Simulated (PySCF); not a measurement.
Computed shifts of a molecule C₂H₈ClNSi, PBE/pcSseg-1 in PySCF, GIAO, gas phase, atoms alike by connectivity averaged where their shifts nearly agree, in ppm (number of nuclei): ²⁹Si: 6.1 (1). ¹⁵N: 43.0 (1). ¹³C: 17.7 (1), 12.2 (1). ¹H: 5.52 (1), 1.39 (3), 1.38 (1), 1.16 (2), 0.97 (1). References: ²⁹Si against TMS (σ = 335.4 ppm); ¹⁵N against NH3 (σ = 267.0 ppm); ³⁵Cl against HCl (σ = 936.5 ppm); ¹³C against TMS (σ = 182.0 ppm); ¹H against TMS (σ = 31.49 ppm), references at their B3LYP-D3(BJ)/def2-TZVP geometries, non-relativistic (without spin–orbit terms, shifts of atoms bonded to Cl or Br come out too high). Coordinates come from a B3LYP-D3(BJ)/def2-SVP optimisation. The values are those of a single conformer.

Problem. Which structure fits?
A. C[Si@H](Cl)CN
B. C[Si](C)(N)Cl
C. CCN[SiH2]Cl
D. CC[SiH](N)Cl

Solution. D, CC[SiH](N)Cl
